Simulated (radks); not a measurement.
Task: V+, 22 electrons, occupied as [Ar] 3d4. Method: scalar-relativistic Kohn-Sham, PBE, spin-polarised, spherical densities, finite nucleus; open shells are filled with parallel spins first; Fermi nuclear charge, rms radius 3.6002 fm; computed with a radial shooting solver on a logarithmic mesh with Libxc functionals. Some entries of the table are withheld. Estimate them.

| orbital | occ. | eigenvalue (hartree) | <r^2> (bohr^2) |
|---|---|---|---|
| 1s down | 1 | -197.2333 | 0.005936 |
| 1s up | 1 | -197.2323 | 0.005936 |
| 2s up | 1 | -22.21937 | 0.1124 |
| 2s down | 1 | -22.17890 | 0.1121 |
| 2p up | 3 | -18.56183 | (1) |
| 2p down | 3 | -18.53094 | (2) |
| 3s up | 1 | -2.72220 | 1.057 |
| 3s down | 1 | -2.59803 | 1.057 |
| 3p up | 3 | -1.76723 | 1.255 |
| 3p down | 3 | -1.64349 | 1.260 |
| 3d up | 4 | -0.36242 | 3.104 |
| 3d down | 0 | -0.24782 | 3.572 |

Result: 
(1) 2p up <r^2> (bohr^2): 0.09269
(2) 2p down <r^2> (bohr^2): 0.09234
